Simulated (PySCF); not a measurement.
**Working out the excitation energy of Cl⁺**

Cl⁺ [Ne] 3s2 3p4 (3P) → Cl⁺ [Ne] 3s1 3p5 (3P). All numbers are calculated (PySCF 2.14, the non-relativistic Hamiltonian (point nucleus), in aug-cc-pV(T+d)Z (6s5p4d2f, 55 functions)). Frozen: [Ne]. Energies in hartree (1 hartree = 27.21139 eV):

```tsv
part	Cl⁺ (lower)	Cl⁺ (upper)
UHF	-459.053383	-458.528006
MP2 opposite-spin	-0.096574	-0.141023
MP2 same-spin	-0.028782	-0.033144
```

**Question.** What does Hartree-Fock give?

**Answer.** (-458.528006) − (-459.053383) = 0.525377 hartree = 14.296 eV.

**Question.** What do MP2 and SCS-MP2 (6/5 opposite-spin, 1/3 same-spin) give?

**Answer.** The opposite-spin parts differ by -1.210 eV and the same-spin parts by -0.119 eV. MP2: 14.296 + (-1.210) + (-0.119) = 12.967 eV. SCS-MP2: 14.296 + 1.2 × (-1.210) + (-0.119)/3 = 12.804 eV.

Measured between the centres of the two terms (NIST): 11.573 eV, so MP2 (valence) is off by 1.394 eV.

What remains against the reference includes basis incompleteness, the frozen core and correlation beyond second order.
